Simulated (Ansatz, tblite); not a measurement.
Isomers of Be$_{12}$⁺ (doublet), found by a short tight-binding search and relaxed with PBE0/def2-SVP in Ansatz.

The xTB rows come from tblite. B3LYP takes the VWN-RPA correlation.

Run but left out: HF/STO-3G, HF/def2-TZVP, PBE-QIDH/def2-TZVP, MP2/def2-TZVP (A: ⟨S²⟩ 1.64 to 2.28, where a pure state has 0.75).

A: At r2SCAN/def2-TZVP, PBE0/def2-TZVP the charge 1 doublet is spin-contaminated (final ⟨S²⟩ up to 1.03, 0.75 for a pure state).

Other spin states weren't relaxed.

A:

```xyz
12

Be    0.1837   -1.3922   -1.7076
Be    1.0625    0.4745    0.7853
Be   -1.2040   -0.7225    0.0403
Be   -0.3094    2.3552    1.3589
Be    0.2300    2.0957   -0.6607
Be    0.2668   -1.3572    1.4899
Be    0.0851   -2.7324   -0.0846
Be   -1.6406    1.4906    0.1156
Be   -0.7899    0.4882   -1.6427
Be   -0.8401    0.3777    1.8136
Be    1.6540   -1.4679   -0.1955
Be    1.3020    0.3901   -1.3125
```

B:

Cartesian coordinates in Å:
```
Be 0.3940 0.6155 1.1668
Be -1.6163 -0.3439 -0.3111
Be 0.3753 -1.0481 -0.8709
Be -0.7382 0.1861 -2.1638
Be 2.0541 -0.1683 0.0230
Be -1.1028 -0.8486 1.8064
Be 1.2527 0.7658 -1.7143
Be 1.5550 1.9045 -0.0643
Be -0.8763 -2.2703 0.3766
Be 0.8391 -1.4511 1.2456
Be -0.5049 1.5406 -0.6235
Be -1.6316 1.1177 1.1295
```

Estimate which lies lowest at each level, and how far above it the others are (kJ/mol).


```
                level     A     B
             GFN1-xTB   0.0  24.6
             GFN2-xTB   0.0  97.4
LDA (SPW92)/def2-TZVP  27.2   0.0
         PBE/def2-SVP  19.9   0.0
        PBE/def2-TZVP  21.5   0.0
     r2SCAN/def2-TZVP  25.6   0.0
      B3LYP/def2-TZVP  13.3   0.0
        PBE0/def2-SVP  18.7   0.0
       PBE0/def2-TZVP  23.4   0.0
```
Point groups (tolerance 0.1 Å): A C2, B not assigned. Lower isomers may exist.
